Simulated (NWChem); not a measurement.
System meant: CH₃FHfS; SMILES [CH3][Hf]([F])=[S]

Input file for NWChem:

```
start job
memory heap 200 mb stack 900 mb global 1100 mb
geometry units angstroms noautoz
  Hf    -0.324658     0.331176    -0.571611
  S      0.745902    -1.522532     0.008018
  F     -1.863842     0.610309     0.524656
  C      1.067065     1.954876    -0.045738
  H      0.620313     2.946030    -0.253226
  H      2.026863     1.874358    -0.585868
  H      1.307316     1.916792     1.030661
end
basis spherical
  * library def2-svp
end
dft
  xc xpbe96 cpbe96
  iterations 150
  mulliken
end
task dft energy
```

End of the output:

```
          Convergence Information
          -----------------------
          Convergence aids based upon iterative change in
          total energy or number of iterations.
          Levelshifting, if invoked, occurs when the
          HOMO/LUMO gap drops below (HL_TOL):  1.00D-02
          DIIS, if invoked, will attempt to extrapolate
          using up to (NFOCK): 10 stored Fock matrices.

                    Damping( 0%)  Levelshifting(0.5)       DIIS
                  --------------- ------------------- ---------------
          dE  on:    start            ASAP                start
          dE off:    2 iters        150 iters           150 iters

      Screening Tolerance Information
      -------------------------------
          Density screening/tol_rho:  1.00D-10
          AO Gaussian exp screening on grid/accAOfunc:  14
          CD Gaussian exp screening on grid/accCDfunc:  20
          XC Gaussian exp screening on grid/accXCfunc:  20
          Schwarz screening/accCoul:  1.00D-08

      Superposition of Atomic Density Guess
      -------------------------------------

      charge =      72.0 Hf (Hafnium)

      symmetry species            s     p     d     f
      number of basis functions = 7     6     5     1
      number of cont. functions = 6     3     2     1
      number of closed shells   = 6     4     2     1
      number of open shells     = 0     0     1     0
      open shell occupation     = 0     0     2     0
 ------------------------------------------------------------------------
 atomscf:atomd: error in atom scf                   0
 ------------------------------------------------------------------------
 ------------------------------------------------------------------------
  current input line :
    20: task dft energy
 ------------------------------------------------------------------------
 ------------------------------------------------------------------------
 This error has not yet been assigned to a category
 ------------------------------------------------------------------------
 For more information see the NWChem manual at https://nwchemgit.github.io

0:atomscf:atomd: error in atom scf:Received an Error in Communication
```

**Question.** What is wrong, and how is it mended?

**Answer.** The run crashed. Cause: the def2 basis of a heavy element holds valence functions alone and wants its effective core potential (without it all electrons must fit into that basis). This input runs:
```
start job
memory heap 200 mb stack 900 mb global 1100 mb
geometry units angstroms noautoz
  Hf    -0.324658     0.331176    -0.571611
  S      0.745902    -1.522532     0.008018
  F     -1.863842     0.610309     0.524656
  C      1.067065     1.954876    -0.045738
  H      0.620313     2.946030    -0.253226
  H      2.026863     1.874358    -0.585868
  H      1.307316     1.916792     1.030661
end
basis spherical
  Hf library def2-svp
  S library def2-svp
  F library def2-svp
  C library def2-svp
  H library def2-svp
end
ecp
  Hf library def2-ecp
end
dft
  xc xpbe96 cpbe96
  iterations 150
  mulliken
end
task dft energy
```
It converges to -585.53449 Ha (PBE/def2-SVP with def2 effective core potentials on Hf).
